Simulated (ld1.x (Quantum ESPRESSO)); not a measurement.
# Rh, PAW: configuration errors across variants

```
Element                 : Rh (Z = 45)
Generator               : ld1.x (Quantum ESPRESSO) 7.5
Type                    : PAW
Functional              : PBE
Relativity              : scalar-relativistic
Frozen core             : [Ar] 3d10
Valence charge          : 17
Reference configuration : 4s2 4p6 4d8 5s1 5p0
Partial waves           : 4s (bound): rcut 1.40, rcutus 1.55 bohr; 5s (bound): rcut 1.40, rcutus 1.55 bohr; 4p (bound): rcut 1.65, rcutus 1.75 bohr; 5p (bound, empty): rcut 1.65, rcutus 1.75 bohr; 4d (bound): rcut 1.25, rcutus 1.30 bohr; 4d channel at 4.7 Ry: rcut 1.25, rcutus 1.30 bohr
Local potential         : all-electron potential smoothed inside 1.10 bohr (lloc = -2)
Core correction         : Bessel-smoothed model core inside 0.85 bohr
Augmentation charge     : BESSEL, radius 1.15 bohr
```

All-electron excitation energies from the reference (eV): (1) 4s2 4p6 4d8 5s0 5p0 7.460; (2) 4s2 4p6 4d7 5s0 5p0 26.971; (3) 4s2 4p6 4d6 5s0 5p0 59.476; (4) 4s2 4p6 4d7 5s1 5p1 6.619; (5) 4s2 4p6 4d8.5 5s0.5 5p0 -0.631; (6) 4s2 4p5 4d8 5s1 5p0 56.634; (7) 4s1 4p6 4d8 5s1 5p0 89.043.

The overlap operator is not positive definite (basis up to 400 Ry) in “base”, “waves 4s (bound): rcut 1.40, rcutus 1.62 bohr; 5s (bound): rcut 1.40, rcutus 1.62 bohr”, “local potential all-electron potential smoothed inside 0.68 bohr (lloc = -2)”. Such files are unfit for use, however small their errors in these radial tests.

3 further variants failed, have other tests or another functional or relativity, and are left out.

A true bound ghost makes a file unfit for plane-wave use even where its test errors are small: the radial tests pick states by their node count and pass the ghost by.

Errors AE − PS in meV (a dash: test not solved or not reliable):

```csv
change,(1),(2),(3),(4),(5),(6),(7),bound ghosts
base,-0.9,-1.2,0.0,+2.2,-0.7,-12,+3.4,not determined (overlap not positive)
"waves 4s (bound): rcut 1.40, rcutus 1.62 bohr; 5s (bound): rcut 1.40, rcutus 1.62 bohr",-1.2,-1.7,-0.7,+2.1,-0.7,-14,–,not determined (overlap not positive)
local potential all-electron potential smoothed inside 0.68 bohr (lloc = -2),-1.8,+0.1,+20,+6.6,-0.8,-17,+12,"s (p not tested, overlap not positive)"
```

(1) Give the same row for: all radii but the core radius scaled by about 0.94 (s 1.46, p 1.64, d 1.22 bohr, rcut 1.32/1.54/1.16); local potential all-electron potential smoothed inside 1.02 bohr (lloc = -2); augmentation BESSEL, radius 1.08 bohr.

## Answers

(1) -1.4, -2.2, -4.0, +1.4, -0.8, -27, -21; bound ghosts: none.
